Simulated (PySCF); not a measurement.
C₆ coefficients of unlike pairs at PBE0

Calculated with PySCF 2.14 from the dipole response of each species, C₆(A,B) = (3/π) ∫ α_A(iu) α_B(iu) du, in atomic units, from isotropic polarisabilities. For ions this is the dispersion term alone; charge-induced terms of lower order in 1/R come first.

```tsv
species	configuration	basis	relativity	α (bohr³)	C₆ (like pair)
Cl(3+)	[Ne] 3s2 3p2 (3P)	x2c-QZVPPall with one added diffuse shell each of s, p, d, f type (10s7p5d3f1g)	spin-free X2C	4.343	11.78
N(2+)	[He] 2s2 2p1 (2P)	aug-cc-pwCVQZ (9s8p6d4f2g)	none	2.601	3.690
F(2+)	[He] 2s2 2p3 (4S)	dyall-av3z (15s9p3d2f)	none	1.246	1.570
Be	[He] 2s2 (1S)	def2-TZVPPD (5s4p1d)	none	42.94	257.4
```

Q: Estimate C₆ for N(2+) with Cl(3+).

A: The integral gives 6.585. The combination rule 2 C_A C_B / (C_A α_B/α_A + C_B α_A/α_B) gives 6.579 and the geometric mean 6.594.

No spin-orbit coupling is included.

The other pairs:

| pair | C₆ |
| --- | --- |
| Be, Cl(3+) | 42.76 |
| F(2+), N(2+) | 2.308 |
| Be, F(2+) | 13.07 |
| F(2+), Cl(3+) | 4.139 |
| Be, N(2+) | 24.69 |
